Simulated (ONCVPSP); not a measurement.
# Tb, ONCV: configuration errors across variants

terbium (Tb), optimised norm-conserving Vanderbilt (ONCV), made with ONCVPSP 4.0.1 (revPBE, fully relativistic). Core [Kr] 4d10 4f8, reference 5s2 5p6 5d1.5 6s1.5. Waves: 5s+6s: rc 2.00 bohr, ncon 5, nbas 10, qcut 4.9 1/bohr, 2 projectors; 5p: rc 1.90 bohr, ncon 3, nbas 6, qcut 7.2 1/bohr, 2 projectors, debl 3.7 Ha; 5d: rc 2.40 bohr, ncon 4, nbas 9, qcut 4.1 1/bohr, 2 projectors, debl 2.1 Ha. Local part: polynomial inside 1.55 bohr (lpopt 5, dvloc0 4 Ha). Core correction: none.

Open shells are filled in proportion to 2j + 1.

All-electron excitation energies from the reference (eV): (1) 5s2 5p6 5d1 6s2 -0.927; (2) 5s2 5p6 5d1 6s1 5.742; (3) 5s2 5p6 5d1 6s0 17.862.

A true bound ghost makes a file unfit for plane-wave use even where its test errors are small: the radial tests pick states by their node count and pass the ghost by.

Errors AE − PS in meV (a dash: test not solved or not reliable):

| change | (1) | (2) | (3) | bound ghosts | GHOST(+) flags above zero |
| --- | --- | --- | --- | --- | --- |
| base | -0.4 | -1.8 | +14 | none | d5/2 |
| s: qcut 3.2; p: qcut 4.7; d: qcut 2.7 | +0.6 | -1.4 | +12 | none | s, d3/2 |
| s: qcut 3.7; p: qcut 5.4; d: qcut 3.1 | +0.2 | -1.6 | +12 | none | s |
| s: qcut 4.3; p: qcut 6.3; d: qcut 3.6 | -0.2 | -1.8 | +13 | none | s |
| s: qcut 4.6; p: qcut 6.8; d: qcut 3.9 | -0.5 | -2.0 | +13 | s | s |
| s: qcut 5.2; p: qcut 7.7; d: qcut 4.4 | -0.4 | -1.9 | +14 | none | none |
| s: qcut 5.7; p: qcut 8.3; d: qcut 4.7 | -0.4 | -1.9 | +14 | none | none |
| s: qcut 6.6; p: qcut 9.7; d: qcut 5.5 | -0.5 | -2.0 | +14 | none | none |
| s: qcut 7.1; p: qcut 10.4; d: qcut 5.9 | -0.5 | -2.0 | +14 | none | s |

Q: Give the same row for: s: qcut 6.1; p: qcut 9; d: qcut 5.1.

A: -0.5, -2.0, +14; bound ghosts: none; GHOST(+) flags above zero: none.
